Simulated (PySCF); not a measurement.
## CoHF: from structure and modes to constants

Computed with PySCF, UPBE0, basis Co def2-TZVP, H def2-TZVP, F def2-TZVP (no relativity, density fitting).

The quartet minimum has Cs symmetry. Masses (u): Co 58.93320, H 1.00782, F 18.99840.

```xyz
3
charge 0 multiplicity 4, angstrom
Co   -0.3959    0.0000   -0.0949
H    -1.9553    0.0000    0.0663
F     1.3317    0.0000    0.2906
```

Harmonic wavenumbers (cm⁻¹): 207.8 (a', ×1), 661.5 (a', ×1), 1867.2 (a', ×1).

(1) What is the harmonic zero-point energy?

(2) Find the vibrational entropy and heat capacity at 298.15 K.

(3) Give the standard entropy (298.15 K, 1 bar) by its translational, rotational, vibrational and spin parts, and Cp.

Answers

(1) Half the sum of all 3 wavenumbers, 2736/2 = 1368 cm⁻¹, which is 16.4 kJ/mol (1 cm⁻¹ = 0.0119627 kJ/mol).

(2) With u = 1.43878 ω/T, each mode gives S = R[u/(eᵘ−1) − ln(1−e⁻ᵘ)] and C = R u² eᵘ/(eᵘ−1)².
| ω (cm⁻¹) | u | S (J/(mol K)) | C (J/(mol K)) |
| --- | --- | --- | --- |
| 207.8 | 1.003 | 8.63 | 7.65 |
| 661.5 | 3.192 | 1.49 | 3.79 |
| 1867.2 | 9.010 | 0.01 | 0.08 |
The sums over all modes are S = 10.1 and C = 11.5 J/(mol K); the softest mode gives 85 % of the entropy.

(3) Sackur–Tetrode with M = 78.94 u gives 163.3; rotation with symmetry number 1 gives 74.7; vibration 10.1; spin R ln 4 = 11.5. The total is 259.7 J/(mol K), and Cp = 4 R + 11.5 = 44.8 J/(mol K).

Other isomers or separated fragments may lie lower. Other spin states or occupations of the open shell can lie lower.
